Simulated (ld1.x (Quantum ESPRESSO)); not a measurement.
# Reading a pseudo-wave (nitrogen)

Columns: radius, all-electron u(r) and pseudo u(r) of the 2p shell (level -28.73 eV) of nitrogen in the configuration [He] 2s2 2p1.5; PBE, scalar-relativistic, RRKJ scheme, ld1.x (Quantum ESPRESSO) 7.5.

```tsv
r (bohr)	all-electron	pseudo
0.075	0.0530	0.0221
0.150	0.1667	0.0860
0.225	0.2988	0.1848
0.300	0.4281	0.3081
0.375	0.5440	0.4429
0.450	0.6419	0.5757
0.525	0.7211	0.6945
0.600	0.7829	0.7904
0.675	0.8279	0.8590
0.750	0.8574	0.9000
0.825	0.8732	0.9166
0.900	0.8770	0.9141
0.975	0.8709	0.8981
1.050	0.8567	0.8738
1.125	0.8359	0.8449
1.200	0.8101	0.8139
1.275	0.7804	0.7815
1.350	0.7480	0.7482
1.425	0.7138	0.7138
1.500	0.6785	0.6785
1.575	0.6427	0.6427
1.650	0.6069	0.6069
1.725	0.5717	0.5717
1.800	0.5371	0.5371
1.875	0.5036	0.5036
1.950	0.4713	0.4713
```

(1) How many radial nodes do the two functions have?

(2) At about which radius was the pseudo-wave matched?

(3) Where does each function peak?

(4) Is the pseudo-wave norm-conserving?

Results:

(1) The all-electron 2p function has n − l − 1 = 0; the pseudo-wave has 0.

(2) 1.50 bohr. The columns agree to 0.0005 from 1.35 bohr on; several derivatives are matched, so the curves merge somewhat inside the radius.

(3) Outermost all-electron maximum near 0.90 bohr, pseudo maximum near 0.82 bohr (to the table’s step).

(4) Yes: the RRKJ scheme keeps the norm inside the radius equal to the all-electron one, which fixes the energy derivative of the logarithmic derivative at the level.
